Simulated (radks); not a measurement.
Task: The mean radii <r> (bohr) of the occupied orbitals of an atom or ion are listed with their occupations. Method: scalar-relativistic Kohn-Sham, LDA (Slater exchange, Perdew-Wang correlation), spin-polarised, spherical densities, finite nucleus; Fermi nuclear charge, rms radius of each element as measured or else 0.836 A^(1/3) + 0.57 fm; computed with a radial shooting solver on a logarithmic mesh with Libxc functionals.

orbital  occ.     <r>
1s up       1  0.1587
1s down     1  0.1586
2s up       1  0.8651
2s down     1  0.8730
2p up       3  0.8755
2p down     2  0.8932

Name the element and its charge. Open shells, if any, are filled with parallel spins first.

Result: Z = 10, neon, charge +1: Ne+ in [He] 2s2 2p5. The 1s radius gives Z: for a bare nucleus <r> = (2 gamma + 1)/(2Z) with gamma = sqrt(1 - (Z/c)^2), 0.1497 bohr for Z = 10, and screening makes it slightly larger (0.1587 here). The occupations add up to 9, and the charge is Z minus that.
